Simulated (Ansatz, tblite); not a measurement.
Removing and adding an electron: Cu2Br (the lowest doublet isomer of a short search). The state is a doublet with charge 0. Geometry: PBE0-D4/def2-TZVP. Ansatz, gas phase; energy differences of separate SCF runs; the oxidised species is a singlet (the triplet lies 2.32 eV higher at PBE0-D4/def2-TZVP); the reduced species is a singlet (the triplet lies 0.27 eV higher at PBE0-D4/def2-TZVPD).

Cartesian coordinates in Å:
```
Cu -0.7673 -0.9378 -0.6582
Cu -0.1620 0.1794 1.3574
Br 0.9293 0.7585 -0.6992
```

The xTB rows come from tblite. The structure comes from a short search, and lower isomers may exist.

```json
{"level": "GFN1-xTB", "−HOMO (eV)": "–", "vertical IE (eV)": "12.69", "−LUMO (eV)": "–", "vertical EA (eV)": "6.88", "HOMO–LUMO gap (eV)": "–", "IE − EA (eV)": "5.81", "remarks": "–"}
{"level": "PBE-D4/def2-TZVPD", "−HOMO (eV)": "4.43", "vertical IE (eV)": "–", "−LUMO (eV)": "3.82", "vertical EA (eV)": "1.49", "HOMO–LUMO gap (eV)": "0.61", "IE − EA (eV)": "–", "remarks": "HOMO above zero (-1 singlet), restricted singlet, untested (-1 singlet)"}
{"level": "r2SCAN-D4/def2-TZVP", "−HOMO (eV)": "4.49", "vertical IE (eV)": "6.96", "−LUMO (eV)": "3.40", "vertical EA (eV)": "–", "HOMO–LUMO gap (eV)": "1.10", "IE − EA (eV)": "–", "remarks": "–"}
{"level": "PBE0-D4/def2-TZVPD", "−HOMO (eV)": "5.03", "vertical IE (eV)": "–", "−LUMO (eV)": "2.79", "vertical EA (eV)": "1.27", "HOMO–LUMO gap (eV)": "2.24", "IE − EA (eV)": "–", "remarks": "HOMO above zero (-1 singlet), restricted singlet, untested (-1 singlet)"}
```

(1) Estimate the rows for GFN2-xTB, PBE-D4/def2-TZVP, r2SCAN-D4/def2-TZVPD, PBE0-D4/def2-TZVP.

Answers

(1) 
| level | −HOMO (eV) | vertical IE (eV) | −LUMO (eV) | vertical EA (eV) | HOMO–LUMO gap (eV) | IE − EA (eV) | remarks |
| --- | --- | --- | --- | --- | --- | --- | --- |
| GFN2-xTB | – | 10.24 | – | 5.50 | – | 4.74 | – |
| PBE-D4/def2-TZVP | 4.35 | 7.01 | 3.75 | – | 0.60 | – | – |
| r2SCAN-D4/def2-TZVPD | 4.58 | – | 3.47 | 1.34 | 1.11 | – | HOMO above zero (-1 singlet), restricted singlet, untested (-1 singlet) |
| PBE0-D4/def2-TZVP | 4.95 | 6.82 | 2.71 | – | 2.24 | – | – |

   A HOMO above zero means that the electron is unbound at that level or that self-interaction error raises the level; the energy of removing that electron tells which. HOMO and LUMO are the levels of the spin that leaves or enters (xTB has no such levels and no spin-polarisation term). Other spin states of the ions may lie lower, which would lower the ionisation energy or raise the affinity. Raw xTB energy differences between charge states are shifted by several eV; the methods need an empirical correction for them.
